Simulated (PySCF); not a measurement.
**Removal energies of Ir(49+) from EOM-IP-GCCSD**

Reference: closed-shell Ir(49+), [Ar] 3d10; one electron is removed. Calculated with PySCF 2.14, two-component X2C-1e with screened spin-orbit coupling, an even-tempered Gaussian basis (18 s from 4.4 bohr⁻², ratio 2.6; 15 p from 5.7 bohr⁻², ratio 2.6; 10 d from 5.7 bohr⁻², ratio 2.6; 5 f from 5.8 bohr⁻², ratio 2.8); frozen [Ar]; the 98 highest virtual spinors dropped; of the others 70 kept and the rest restored at second order. No Breit or QED terms. Binding energies in eV.

| level | Koopmans | second order | EOM-CCSD |
| --- | --- | --- | --- |
| 3d3/2 | 4629.2 | 4628.5 | 4628.5 |
| 3d5/2 | 4546.3 | 4545.8 | 4545.8 |

For comparison, the ionisation energy of Ir(49+) is 4540 ± 4 eV (theoretical estimate listed by NIST; NIST Atomic Spectra Database, ionization energies).
